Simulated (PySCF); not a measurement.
**XPS shifts beside NMR shieldings**

Species: ClH₇Si₃.
Bonds: Si1–Si2, Si2–Si3, Si3–Cl4. Hydrogens: H5, H6, H7 on Si1; H8, H9 on Si2; H10, H11 on Si3.

Binding energies: delta-SCF UKS SCAN, pcX-2 on the ionised atom, pcseg-1 elsewhere, spin-free X2C in PySCF 2.14.0. Shieldings: GIAO KT3/pcSseg-2, non-relativistic, same geometry.

| atom | isotropic shielding (ppm) |
| --- | --- |
| Si1 | 462.6 |
| Si2 | 465.8 |
| Si3 | 379.6 |

Question: What are the Si 1s binding energies of these atoms?

Answer: 
```csv
atom,environment,Si 1s (eV),isotropic shielding (ppm)
Si2,SiH2 silicon,1846.13,465.8
Si1,SiH3 silicon,1846.34,462.6
Si3,chlorine-bound silicon,1847.33,379.6
```

Question: Among the listed atoms, is the one with the highest binding energy also the least shielded?

Answer: Yes: Si3 has both (1847.33 eV, 379.6 ppm).

By binding energy: Si2 < Si1 < Si3. By shielding: Si3 < Si1 < Si2.

Isolated species at its PBE0-D3(BJ)/def2-SVP geometry (one conformer only).

The values belong to the conformer `[SiH3:1][SiH2:2][SiH2:3][Cl:4]`: Si1–Si2–Si3–Cl4 -40°.
